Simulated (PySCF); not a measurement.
Cl2In (SMILES [Cl][In+][Cl]), charge +1, singlet, geometry from GFN2-xTB (such geometries of metal compounds can be far from the true shape) (all electrons, no relativity); PBE/STO-3G (PySCF).

The PySCF input:
```python
from pyscf import gto, scf, dft

mol = gto.M(
    atom='''
In    0.00000000    0.00000000    0.00000000
Cl    0.00000000    0.00000000    2.29969147
Cl   -0.00000000   -0.00000000   -2.29969147
''',
    basis='sto-3g',
    charge=1,
    verbose=4,
)

mf = dft.RKS(mol)
mf.xc = 'pbe'
mf.kernel()
```

### Question
What does PySCF print? Leave out banner, timings and long lists.

### Answer

```
PySCF version 2.14.0

[INPUT] verbose = 4
[INPUT] num. atoms = 3
[INPUT] num. electrons = 82
[INPUT] charge = 1
[INPUT] spin (= nelec alpha-beta = 2S) = 0
[INPUT] symmetry False subgroup None
[INPUT] Mole.unit = angstrom
[INPUT] Symbol           X                Y                Z      unit          X                Y                Z       unit  Magmom
[INPUT]  1 In     0.000000000000   0.000000000000   0.000000000000 AA    0.000000000000   0.000000000000   0.000000000000 Bohr   0.0
[INPUT]  2 Cl     0.000000000000   0.000000000000   2.299691470000 AA    0.000000000000   0.000000000000   4.345787049298 Bohr   0.0
[INPUT]  3 Cl     0.000000000000   0.000000000000  -2.299691470000 AA    0.000000000000   0.000000000000  -4.345787049298 Bohr   0.0

nuclear repulsion = 416.610381378968
number of shells = 21
number of NR pGTOs = 135
number of NR cGTOs = 45
basis = sto-3g
ecp = {}

******** <class 'pyscf.dft.rks.RKS'> ********
method = RKS
initial guess = minao
damping factor = 0
level_shift factor = 0
DIIS = <class 'pyscf.scf.diis.CDIIS'>
diis_start_cycle = 1
diis_space = 8
diis_damp = 0
SCF conv_tol = 1e-09
SCF conv_tol_grad = None
SCF max_cycles = 50
direct_scf = True
direct_scf_tol = 1e-13
XC library pyscf.dft.libxc version 7.1.2
    S. Lehtola, C. Steigemann, M. J. T. Oliveira, and M. A. L. Marques,  SoftwareX 7, 1–5 (2018)
XC functionals = pbe
    J. P. Perdew, K. Burke, and M. Ernzerhof,  Phys. Rev. Lett. 77, 3865 (1996)
    J. P. Perdew, K. Burke, and M. Ernzerhof,  Phys. Rev. Lett. 78, 1396 (1997)
    J. P. Perdew, K. Burke, and M. Ernzerhof,  Phys. Rev. Lett. 77, 3865 (1996)
    J. P. Perdew, K. Burke, and M. Ernzerhof,  Phys. Rev. Lett. 78, 1396 (1997)
radial grids:
    Treutler-Ahlrichs [JCP 102, 346 (1995); DOI:10.1063/1.469408] (M4) radial grids

becke partition: Becke, JCP 88, 2547 (1988); DOI:10.1063/1.454033
pruning grids: <function nwchem_prune>
grids dens level: 3
symmetrized grids: False
atomic radii adjust function: <function treutler_atomic_radii_adjust>
small_rho_cutoff = 0
Set gradient conv threshold to 3.16228e-05
Initial guess from minao.
tot grids = 59640
init E= -6579.131122478
  HOMO = -0.60542121831714  LUMO = -0.458475160388124  gap/eV = 3.99861
cycle= 1 E= -6594.10421172768  delta_E=  -15  |g|= 0.251  |ddm|= 2.53
  HOMO = -0.414431569556796  LUMO = -0.274449644902893  gap/eV = 3.80910
cycle= 2 E= -6594.12685461986  delta_E= -0.0226  |g|= 0.11  |ddm|= 1.23
  HOMO = -0.440129657790746  LUMO = -0.298419282241441  gap/eV = 3.85614
cycle= 3 E= -6594.13542011199  delta_E= -0.00857  |g|= 0.0152  |ddm|= 0.494
  HOMO = -0.437717453689104  LUMO = -0.295180612027879  gap/eV = 3.87863
cycle= 4 E= -6594.13557441614  delta_E= -0.000154  |g|= 0.00442  |ddm|= 0.062
  HOMO = -0.437256103480223  LUMO = -0.295273270687636  gap/eV = 3.86355
cycle= 5 E= -6594.13558618562  delta_E= -1.18e-05  |g|= 0.000347  |ddm|= 0.0115
  HOMO = -0.437266869038906  LUMO = -0.295264410828473  gap/eV = 3.86408
cycle= 6 E= -6594.1355862583  delta_E= -7.27e-08  |g|= 9.49e-06  |ddm|= 0.000879
  HOMO = -0.437270468903232  LUMO = -0.295266773148426  gap/eV = 3.86412
cycle= 7 E= -6594.13558625838  delta_E= -8.19e-11  |g|= 6.59e-07  |ddm|= 2.63e-05
  HOMO = -0.437270643241097  LUMO = -0.295266664775154  gap/eV = 3.86413
Extra cycle  E= -6594.13558625835  delta_E= 2.73e-11  |g|= 1.24e-06  |ddm|= 4.61e-06
converged SCF energy = -6594.13558625835
```
